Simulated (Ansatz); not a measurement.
Species: C$_{2}$H$_{7}$O, SMILES `C[OH+]C` with one electron removed (charge 2, multiplicity 2), formula C2H7O.

How many basis functions does frozen-core CCSD(T)/cc-pVTZ // PBE0-D4/def2-TZVP (Ansatz, an electronic-structure program) use, how many core orbitals are frozen, and how many electrons are correlated?

188 basis functions and 3 frozen orbitals, which leaves 19 correlated electrons. Core time is of the order of minutes.
